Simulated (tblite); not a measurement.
Question: Give a GFN2-xTB geometry of `FCCCC[SiH2]` [radical]. (Doublet state.)

Answer: 
```
atom  x, y, z in Å
F1    -2.834    0.704    0.757
C2    -2.438   -0.071   -0.307
C3    -1.085   -0.712   -0.031
C4     0.033    0.325    0.075
C5     1.385   -0.322    0.353
Si6    2.802    0.938    0.462
H7    -2.399    0.592   -1.178
H8    -3.219   -0.826   -0.448
H9    -0.871   -1.412   -0.842
H10   -1.148   -1.277    0.901
H11    0.084    0.891   -0.859
H12   -0.212    1.027    0.874
H13    1.601   -1.044   -0.442
H14    1.324   -0.897    1.280
H15    2.900    1.768   -0.733
H16    4.068    0.326    0.845
```

Any rigid rotation of these coordinates is as good. Atoms count from 1 in this order. Si6 (silicon bonded to C and 2 H) is pyramidal (angles 113.3°, 112.6° and 112.4°, sum 338.3°, 0.43 Å off the plane of its three neighbours). Of the pairs four or more bonds apart, F1···H12 is among the closest relative to their van der Waals radii: 2.64 Å, 99 % of the sum of Bondi's values.

Bonds between heavy atoms (Å): F1–C2 1.375, C2–C3 1.521, C3–C4 1.529, C4–C5 1.525, C5–Si6 1.900.

Computed geometry: GFN2-xTB, gas phase. This method treats the open shell by occupation alone, without spin polarisation.

Point group: C1 (no symmetry element, even within 0.4 Å). Its GFN2-xTB frequencies are all real (lowest 66 cm⁻¹). Torsions: F1–C2–C3–C4 -66°, C2–C3–C4–C5 180°, C3–C4–C5–Si6 179°, C4–C5–Si6–H -56° and 175°.

On Arm Neoverse V2, one thread, shared host with 96 logical CPUs at a one-minute load of 14, this took 0.17 s. That covers the optimisation of the geometry.

One conformer stands for the species.
